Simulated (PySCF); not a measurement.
Cl₂FGeH₂N, SMILES [NH2][Ge]([F])([Cl])[Cl].

Coordinates come from a B3LYP-D3(BJ)/def2-SVP optimisation. This is a generated structure with no PubChem entry under its InChIKey; it may be hypothetical. Other conformers were not sampled.

Method: B3LYP-D3(BJ)/def2-SVP (PySCF).

Frequencies are harmonic and unscaled.

Estimate the vibrational spectrum. (An estimate is asked for; the answer gives what the named calculation found.)


| mode | ν (cm⁻¹) | IR (km/mol) | Raman (Å⁴/amu) | depolarisation | moving atoms (share of kinetic energy) |
|---|---|---|---|---|---|
| 1 | 59 | 14.3 | 1.8 | 0.71 | H 57 %, Cl 20 %, F 11 %, N 10 % |
| 2 | 154 | 0.6 | 2.3 | 0.64 | Cl 58 %, N 12 %, H 11 %, Ge 11 %, F 9 % |
| 3 | 169 | 5.3 | 1.6 | 0.70 | H 34 %, Cl 26 %, N 21 %, F 16 % |
| 4 | 196 | 19.6 | 2.5 | 0.74 | Ge 30 %, Cl 29 %, N 17 %, F 16 % |
| 5 | 223 | 23.2 | 2.2 | 0.75 | F 41 %, Cl 21 %, N 16 %, Ge 15 % |
| 6 | 252 | 9.2 | 2.6 | 0.58 | F 40 %, N 25 %, H 16 %, Ge 11 % |
| 7 | 410 | 10.0 | 15.2 | 0.06 | Cl 73 %, Ge 19 % |
| 8 | 451 | 87.1 | 3.4 | 0.72 | Cl 59 %, Ge 39 % |
| 9 | 492 | 229.2 | 3.3 | 0.07 | H 67 %, N 27 % |
| 10 | 717 | 43.4 | 9.8 | 0.05 | F 53 %, N 26 %, Ge 14 % |
| 11 | 754 | 66.3 | 5.0 | 0.58 | N 38 %, F 26 %, Ge 24 %, H 13 % |
| 12 | 892 | 32.8 | 0.7 | 0.68 | H 85 %, N 12 % |
| 13 | 1531 | 34.6 | 3.8 | 0.74 | H 91 %, N 9 % |
| 14 | 3536 | 41.5 | 115.4 | 0.11 | H 96 % |
| 15 | 3638 | 43.4 | 69.4 | 0.75 | H 91 %, N 9 % |
